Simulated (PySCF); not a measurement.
B(F)(OMe)(SMe) (C2H6BFOS), SMILES COB(F)SC.

Geometry: B3LYP-D3(BJ)/def2-SVP. One conformer was computed; it need not be the lowest.

Vertical ionisation energy (IE) and electron affinity (EA) in eV. Rows of orbital energies are one-electron estimates. Where ΔSCF, EOM or ADC give a negative EA the extra electron is unbound and the value depends on the basis.

```tsv
level	IE	EA
−ε(HOMO), −ε(LUMO), HF/def2-TZVP (PySCF)	9.90	-3.29
−ε(HOMO), −ε(LUMO), PBE/def2-TZVP (PySCF)	[?]	[?]
```

Question: What belongs in the gaps? (Estimate from the structure and the level; the computed values follow.)

Answer: 
- −ε(HOMO), −ε(LUMO), PBE/def2-TZVP (PySCF), IE: 5.86
- −ε(HOMO), −ε(LUMO), PBE/def2-TZVP (PySCF), EA: 0.26
